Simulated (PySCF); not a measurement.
# Calculated NMR parameters of O[Si@@H](C#C[SiH3])O[SiH3]

```
Formula                               : C2H8O2Si3
SMILES                                : O[Si@@H](C#C[SiH3])O[SiH3]
InChI                                 : InChI=1S/C2H8O2Si3/c3-7(4-6)2-1-5/h3,7H,5-6H3/t7-/m1/s1
Point group of the computed structure : C1
Degrees of unsaturation               : 2
Carbon signals                        : 2
Proton signals                        : 4
```

Atom-mapped SMILES (the numbers label the heavy atoms): `[OH:1][Si@@H:2]([C:3]#[C:4][SiH3:5])[O:6][SiH3:7]`; H(Xn) means a hydrogen on atom n.

PySCF 2.14 calculation with geometry: GFN2-xTB and shielding tensors at PBE0/pcSseg-1 (GIAO); one averaged value for each set of equivalent atoms, no solvent model, one computed conformer, non-relativistic Hamiltonian.

δ = σ(ref) − σ, references computed at the same level: 1H (σref 31.72) and 13C (σref 186.93) and 29Si (σref 349.16) against TMS; 17O (σref 336.08) vs H2O.

```tsv
carbon	δC, type	δH (multiplicity)	HMBC from (2–3 bonds)	span of the C tensor (ppm)
C3	120.8, C	–	H(Si2), H(Si5)	300
C4	106.0, C	–	H(Si2), H(Si5)	277
```

Other nuclei:
```csv
atoms,nucleus,environment,δ (ppm),σ (ppm)
H(Si7),1H,hydrogen on a silicon bonded to O,5.18,26.53
H(Si2),1H,"hydrogen on a silicon bonded to C, 2 O",4.51,27.21
H(Si5),1H,hydrogen on a silicon bonded to C,4.23,27.49
H(O1),1H,hydrogen on an oxygen bonded to Si,2.31,29.40
Si7,29Si,"silicon bonded to O, 3 H",-45.8,395.0
Si2,29Si,"silicon bonded to C, 2 O, H",-64.7,413.9
Si5,29Si,"silicon bonded to C, 3 H",-99.3,448.5
O1,17O,"oxygen bonded to Si, H",58.7,277.4
O6,17O,oxygen bonded to 2 Si,49.8,286.3
```

- Carbon types of the structure: 2 × C, leaving 8 H on heteroatoms.
- δC 120.8, 106.0: alkyne carbon.
- δH 5.18: hydrogen on a silicon bonded to O.
- δH 4.51: hydrogen on a silicon bonded to C, 2 O.
- δH 4.23: hydrogen on a silicon bonded to C.
- δH 2.31: hydrogen on an oxygen bonded to Si; exchangeable; this is the value without hydrogen bonding to other molecules.

OH and NH positions are those of a molecule without intermolecular hydrogen bonds; in solution they move with solvent, concentration and temperature, and exchange usually removes their couplings. Shifts are as computed. Against solution values, carbons near 30 ppm lie about +3 ppm off and those near 130 ppm about +5 ppm. Of 1211 compounds with measured shifts, 218 miss one by over three times the rms of a fit or turn the order of signals round; such compounds aren't used in these exercises. Experimental scales use liquid or dissolved standards, which lie at an offset from isolated H2O (liquid H2O: subtract about 36 ppm). Multiplicities follow the n + 1 count of equivalent neighbours, as no J values were calculated; m marks all less simple cases, F and P coupling included.
